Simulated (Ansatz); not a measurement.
The same ligand exchange along the group Mg, Zn, Cd.

Calculated with Ansatz (gas phase, PBE0-D4/def2-TZVP geometries, no zero-point term in ΔE). CBS: MP2 limit from def2 TZ/QZ plus the TZ coupled-cluster correction, frozen cores. This one scheme is used for every species. DFT in def2-TZVPP. Elements past krypton have def2 core potentials. For Br, Cd, Mg, Zn outer-core shells are correlated without core-valence functions, which leaves a few kJ/mol of doubt a bond. Scalar relativity is left out up to krypton. One conformer a species, not always the lowest.

```csv
reaction,CCSD(T)/CBS(def2) (eV)
`C[O][Mg][Cl]` + HBr → `[Cl][Mg][Br]` + CH₃OH,-0.90
`C[O][Zn][Cl]` + HBr → `[Cl][Zn][Br]` + CH₃OH,-1.26
`C[O][Cd][Cl]` + HBr → `[Cl][Cd][Br]` + CH₃OH,?
```

Problem. Fill in the missing values. (Estimate.)

Solution. Computed: `C[O][Cd][Cl]` + HBr → `[Cl][Cd][Br]` + CH₃OH: -1.55 eV.

Largest T1 diagnostic: 0.016, for `C[O][Cd][Cl]`.
